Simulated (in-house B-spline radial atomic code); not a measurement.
Radial electron density of Ga VI (Ga5+), [Ar] 3d8. Level of theory: scalar-relativistic (X2C) BHandHLYP, spin-polarised, spherical fractional occupations, exact exchange averaged over the configuration, Fermi nucleus of rms radius 3.9973 fm; calculated with a B-spline radial code for spherical atoms.

One-electron X2C: radii and densities carry no picture-change correction, so inner-shell <1/r> comes out high (for 1s by about 2 % at Z = 33, 5 % at 54, 10 % at 75, 30 % at 118) and <r> low.

Columns: r (bohr), 4πr²n(r) (electrons per bohr), bar.

```
 0.00185    1.111 #
 0.00221     1.51 ##
 0.00263    2.031 ##
 0.00314    2.735 ###
 0.00374    3.648 ####
 0.00446    4.844 #####
 0.00531    6.366 ######
 0.00633    8.305 ########
 0.00755    10.72 ###########
   0.009    13.64 ##############
  0.0107    17.03 #################
  0.0128       21 #####################
  0.0152    25.11 #########################
  0.0182    29.44 #############################
  0.0217    33.29 #################################
  0.0258    36.24 ####################################
  0.0308    37.88 ######################################
  0.0367    37.84 ######################################
  0.0437    36.21 ####################################
  0.0522    33.58 ##################################
  0.0622     31.2 ###############################
  0.0741    30.45 ##############################
  0.0883    32.28 ################################
   0.105    36.42 ####################################
   0.126     41.4 #########################################
    0.15    43.93 ############################################
   0.178    42.14 ##########################################
   0.213    35.67 ####################################
   0.254    27.57 ############################
   0.302    21.88 ######################
    0.36    20.83 #####################
   0.429    23.42 #######################
   0.512    25.89 ##########################
    0.61    24.92 #########################
   0.728    20.07 ####################
   0.867    13.49 ##############
    1.03    7.625 ########
    1.23    3.514 ####
    1.47    1.325 #
    1.75   0.4155 
    2.09  0.09992 
    2.49  0.01794
```

On this grid the curve has 3 maxima, near 0.0308, 0.15, 0.512 bohr.

The 3d down radial function P(r) = rR(r), positive near the nucleus:

| r (bohr) | P |
| --- | --- |
| 0.0152 | 0.001268 |
| 0.0217 | 0.003405 |
| 0.0308 | 0.008797 |
| 0.0437 | 0.02199 |
| 0.0622 | 0.05295 |
| 0.0883 | 0.1191 |
| 0.126 | 0.2495 |
| 0.178 | 0.4607 |
| 0.254 | 0.7556 |
| 0.36 | 1.039 |
| 0.512 | 1.174 |
| 0.728 | 1.05 |
| 1.03 | 0.7274 |
| 1.47 | 0.3575 |
| 2.09 | 0.1114 |
